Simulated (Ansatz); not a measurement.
A single point on C₉H₁₄FHfNO, SMILES `C[O][Hf]([F])([c]1ccccc1)[N](C)C`.

```yaml
crystal:
  periodic: [false, false, false]
  atoms:
    - {symbol: C, position_ang: [-2.649468, -2.604757, -0.905355]}
    - {symbol: O, position_ang: [-1.523490, -1.791566, -0.943884]}
    - {symbol: Hf, position_ang: [-0.017801, -0.644038, -1.223139]}
    - {symbol: F, position_ang: [0.418576, -0.111542, -3.024038]}
    - {symbol: C, position_ang: [-0.450806, 1.212636, -0.060442]}
    - {symbol: C, position_ang: [-1.734261, 1.504615, 0.419229]}
    - {symbol: C, position_ang: [-2.009800, 2.677362, 1.109430]}
    - {symbol: C, position_ang: [-0.998860, 3.598595, 1.338178]}
    - {symbol: C, position_ang: [0.283874, 3.340531, 0.876097]}
    - {symbol: C, position_ang: [0.547040, 2.163602, 0.190462]}
    - {symbol: N, position_ang: [1.620783, -1.413241, -0.323077]}
    - {symbol: C, position_ang: [1.672298, -2.418477, 0.708353]}
    - {symbol: C, position_ang: [2.926595, -0.901333, -0.668883]}
    - {symbol: H, position_ang: [-3.072545, -2.736833, -1.906595]}
    - {symbol: H, position_ang: [-2.395431, -3.592041, -0.505483]}
    - {symbol: H, position_ang: [-3.417183, -2.161967, -0.262074]}
    - {symbol: H, position_ang: [-2.547006, 0.800713, 0.256761]}
    - {symbol: H, position_ang: [-3.014063, 2.873631, 1.470067]}
    - {symbol: H, position_ang: [-1.209408, 4.516322, 1.876213]}
    - {symbol: H, position_ang: [1.078787, 4.057252, 1.053316]}
    - {symbol: H, position_ang: [1.565327, 1.990742, -0.152408]}
    - {symbol: H, position_ang: [0.670032, -2.786629, 0.941162]}
    - {symbol: H, position_ang: [2.283886, -3.280066, 0.403532]}
    - {symbol: H, position_ang: [2.105252, -2.019967, 1.636781]}
    - {symbol: H, position_ang: [2.861228, -0.161372, -1.474814]}
    - {symbol: H, position_ang: [3.596805, -1.699201, -1.019032]}
    - {symbol: H, position_ang: [3.409626, -0.412971, 0.189625]}
basis:
  gaussian: {orbitals: def2-QZVPP}
correlation: {method: mp2}
```

```sh
$ ansatz run in.yaml --threads 11 --pin off --events-out ev --progress --plain --max-ram 174080MiB --backend cuda --devices 0, --max-vram 75GiB
```

Shortened log:

```
Functional definition: HF
7143 factors; integrals over basis functions are off by at most 1.2e-3 eV
mean field evaluation 1: about -17011.1788 eV, gradient 7.5e1 eV
mean field evaluation 2: about -17011.5752 eV, gradient 7.5e1 eV
mean field evaluation 4: about -17023.9646 eV, gradient 8.0e0 eV
mean field evaluation 8: about -17024.1606 eV, gradient 6.4e-1 eV
mean field -17024.16172975 eV, -625.6264041769 hartree, gradient 1.1e-6 eV, S^2 0.000000; 0 other end points of the search recorded, 0 dependent functions left out; unrestricted orbitals would lower it
mean field evaluation 16: about -17024.1841 eV, gradient 2.6e0 eV
12 core orbitals not correlated: weight in the atoms' cores, before any rotation towards them, 1.000 or more for the frozen orbitals, at most 0.000 for the correlated occupied ones
reference -17024.16172975 eV, -625.6264041769 hartree; 40, 40 occupied and 1133, 1133 virtual orbitals, 7143 factors
second order -73.28260773 eV of doubles, -0.00000000 eV of singles
Total energy: -17097.44433748 eV, -628.3194903383 hartree
```

Run time 15 s (11 threads of an AMD EPYC 7R13 on a shared host and a whole NVIDIA H100 80 GB); peak host memory 2.1 GiB.
